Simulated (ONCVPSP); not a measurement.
Before and after: ONCV potential for Ge

```
Element                 : germanium (Ge)
Generator               : ONCVPSP 4.0.1
Type                    : optimised norm-conserving Vanderbilt (ONCV)
Functional              : LDA (Perdew-Wang 92)
Relativity              : scalar-relativistic
Frozen core             : [Ar]
Valence charge          : 14
Reference configuration : 3d10 4s2 4p2
Partial waves           : 4s: rc 1.50 bohr, ncon 4, nbas 7, qcut 4.6 1/bohr, 2 projectors, debl 2.2 Ha; 4p: rc 2.15 bohr, ncon 4, nbas 8, qcut 3.2 1/bohr, 1 projector; 3d: rc 0.85 bohr, ncon 3, nbas 7, qcut 18.6 1/bohr, 2 projectors, debl 1 Ha
Local potential         : polynomial inside 0.80 bohr (lpopt 4, dvloc0 3 Ha)
Core correction         : Teter function, fcfact 3.25, rcfact 1.5
```

In the d channel the program set the typed energies aside and used -1.086, 0.250 Ha.

Change: local potential polynomial inside 0.60 bohr (lpopt 1, dvloc0 0 Ha).

Cutoffs: the cutoffs (Ha) at which the residual kinetic energy of the hardest occupied pseudo-wave falls to 1 and 0.1 mHa per electron; they do not see the model core or the augmentation charge, which bear on the density cutoff. Errors are all-electron minus pseudo energies relative to the spin-unpolarised reference configuration.

Q: How do hardness, ghosts and transferability respond?

A: The potential gets neither clearly harder nor softer (134 Ha and 150 Ha → 134 Ha and 150 Ha); the bound ghosts move from s to p, s; of the 3 tests that both files solve, the error grows in 1 and shrinks in 0 by more than 15 % and 0.3 meV (median size 0.7 → 1.5 meV); the range in which the p phases agree widens (upper end 0.7 → 2.3). In the separable form a ghost depends on how the local part lies against the semilocal potential of the channel, so the choice of the local part can create or remove one.

| quantity | base | changed |
| --- | --- | --- |
| cutoff, loose | 134 Ha | 134 Ha |
| cutoff, tight | 150 Ha | 150 Ha |
| bound ghosts | s | s, p |
| GHOST(+) flags under 300 eV | none | none |
| tests with a reliable result | 3 of 4 | 3 of 4 |
| error for 3d10 4s2 4p1, meV [ΔE 7.63 eV] | +0.3 | -1.5 |
| error for 3d10 4s2 4p0, meV [ΔE 23.34 eV] | +0.7 | +0.9 |
| error for 3d10 4s1 4p0, meV [ΔE 58.56 eV] | -15 | -15 |
| s: phases at 1.52 bohr within 0.05 rad from the reference energy up to (Ha; the scan ends near 5) | to the end of the scan | to the end of the scan |
| p: phases at 2.18 bohr within 0.05 rad from the reference energy up to (Ha; the scan ends near 5) | 0.7 | 2.3 |
| d: phases at 0.86 bohr within 0.05 rad from the reference energy up to (Ha; the scan ends near 5) | to the end of the scan | to the end of the scan |
| rms error of d²Exc/dni dnj with the model core, mHa | 2.45 | 2.45 |

 A true bound ghost makes a file unfit for plane-wave use even where its test errors are small: the radial tests pick states by their node count and pass the ghost by.
